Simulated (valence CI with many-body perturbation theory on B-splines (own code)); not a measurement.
The numbers below are computed, except where a source is named.
## Os LXXII: what the settings do

Level of theory: configuration interaction combined with many-body perturbation theory (CI+MBPT): three valence electrons over a frozen Dirac-Fock core [He], radial functions for each j: 6 s, 6 p, 5 d, 3 f, 1 g, with the one-electron correlation potential Σ1, the two-electron term Σ2, the three-electron term Σ3, Breit, model QED; selected CI, second order for the rest, scaled by the run's own slope (own B-spline code, finite nucleus).

The last digits are not significant, and no measured levels were compared; by estimate large intervals hold to a few tenths of a per cent, small ones and those within an open d or f shell to about a per cent.

The reference run has the lowest level (2s^2 2p1/2) J=1/2 and an ionisation energy of 20022.8 eV. Its largest variational space holds 3398 state functions.

Levels are named by their leading jj configuration (3d3/2^4 stands for four electrons in 3d with j = 3/2), which in mixed levels can hold well under half, so a name can repeat and another be missing. Letters in brackets count levels of one name in rising energy.

```
                     Level  Reference (eV)  Shift (cm⁻¹)
        (2s 2p1/2^2) J=1/2           284.2         -5982
        (2s^2 2p3/2) J=3/2          1653.2         +3797
(2s 2p1/2 2p3/2) J=3/2 [a]          1853.8         -2095
    (2s 2p1/2 2p3/2) J=5/2          1895.1         -2101
    (2s 2p1/2 2p3/2) J=1/2          1970.9         -2106
(2s 2p1/2 2p3/2) J=3/2 [b]          1972.9         -2095
     (2p1/2^2 2p3/2) J=3/2          2267.1         -7942
        (2s 2p3/2^2) J=5/2          3524.8         +1819
        (2s 2p3/2^2) J=1/2          3638.4         +1842
        (2s 2p3/2^2) J=3/2          3639.0         +1821
     (2p1/2 2p3/2^2) J=3/2          3868.7         -4193
     (2p1/2 2p3/2^2) J=5/2          3891.4         -4192
```

The ionisation energy moves by +1.1 eV.

Problem. Which of these changes was made?
A. orbitals per symmetry with explicit Σ2 and valence Breit (the others get mean screening factors) 5 → 1
B. QED terms on → off
C. scale of Σ1 1 → 0
D. scale of Σ1 1 → 3

Solution. D. scale of Σ1 1 → 3.
